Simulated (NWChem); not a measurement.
Molecule: SiHOI, singlet; SMILES O[Si]I

```xyz
4

Si     0.6686     1.5701     0.0000
I     -0.0360    -0.8225     0.0000
O     -0.8303     2.2939     0.0000
H     -0.8107     3.2597     0.0000
```
Atoms are numbered in this order, from 1.

All runs: NWChem. Low-valent species are run as closed-shell singlets; no triplet was tried in these runs. Coordinates come from a PBE0/def2-SVP optimisation. def2 effective core potentials on I; no spin-orbit coupling.

Question: Estimate the computed values for B3LYP/def2-SVP. Quantities: highest occupied level (eV); orbital gap (eV); dipole (D).

Answer: 
```
Item                         Value
---------------------------  -----
highest occupied level (eV)  -6.74
orbital gap (eV)              4.37
dipole (D)                    2.92
```
